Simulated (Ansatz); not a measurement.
CH7GaSn, SMILES `[CH3][SnH2][GaH2]`, relaxed with RKS PBE0-D4/def2-TZVP in Ansatz from a GFN2-xTB geometry. The force threshold is 0.005 eV/Å; the program also tests the step.

Charge 0, multiplicity 1. Sn: def2 effective core potential.

Start:

```xyz
10

C     1.133    0.403   -1.430
Sn   -0.357   -0.665   -0.228
Ga   -1.049    0.347    2.092
H     1.343   -0.143   -2.341
H     0.765    1.388   -1.691
H     2.055    0.516   -0.871
H    -1.662   -0.980   -1.273
H     0.241   -2.245   -0.033
H    -1.559    1.842    2.320
H    -0.910   -0.465    3.454
```

(1) By how much does the energy fall, and how many steps does the optimiser take? (Best estimate.)

(2) Which bonds change most? (Estimate.)

(3) Give the relaxed structure. (Estimate.)

Answers

(1) Computed: 7.94 kJ/mol, in 33 steps, 2 of them rejected.

(2) Ansatz gave: C1–Sn2 from 2.192 to 2.149 Å; Ga3–H9 from 1.595 to 1.576 Å; Ga3–H10 from 1.591 to 1.574 Å; Sn2–H8 from 1.701 to 1.717 Å.

(3) The calculation gave: 
```xyz
10

C     0.998    0.465   -1.430
Sn   -0.250   -0.779   -0.199
Ga   -0.965    0.343    2.060
H     1.249   -0.059   -2.352
H     0.474    1.389   -1.677
H     1.917    0.712   -0.899
H    -1.638   -1.205   -1.116
H     0.592   -2.246    0.096
H    -0.546    1.823    2.403
H    -1.830   -0.443    3.115
```
